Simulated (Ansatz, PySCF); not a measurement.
Torsion H3–B1–N2–H5 in aminoborane (SMILES BN); at each angle all else is relaxed with GFN2-xTB, and the levels are single points there.
Geometry at 180° (charge 0, multiplicity 1):
| atom | x (Å) | y (Å) | z (Å) |
|---|---|---|---|
| B | 0.6871 | 0.0142 | -0.0027 |
| N | -0.6895 | -0.0366 | 0.0121 |
| H | 1.2907 | -0.9886 | -0.0508 |
| H | 1.2161 | 1.0588 | 0.0335 |
| H | -1.2795 | 0.7779 | 0.0524 |
| H | -1.2186 | -0.8923 | -0.0164 |

On the grid 0° to 330°, 60° is the highest and 180° the lowest point at CCSD(T)/CBS(cc-pVTZ, cc-pVQZ).

Rows in STO-3G carry no dispersion term and start afresh at each structure.

The values were computed with Ansatz (Gaussian orbitals); PySCF for STO-3G rows, the dispersion terms. Values without a source in brackets are computed.

Question: Predict the energy at 60° less that at 180° from HF/STO-3G.

Answer: 152 kJ/mol

Ansatz is a program for electronic structure.
